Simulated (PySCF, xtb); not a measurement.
C₈H₆SSe, SMILES c1csc(c1)-c1[se]ccc1.

GFN2-xTB run with xtb at its own geometry gives an orbital gap of 2.58 eV and a dipole moment of 0.13 D.

The structure is a stationary point at PBE0-D3(BJ)/def2-SVP. The values are those of a single conformer.

Task: What does PBE/def2-SVP (PySCF) give? (An estimate is asked for; the answer gives what the named calculation found.)

Result: gap 2.90 eV (levels -4.98 and -2.08 eV), dipole 0.20 D.
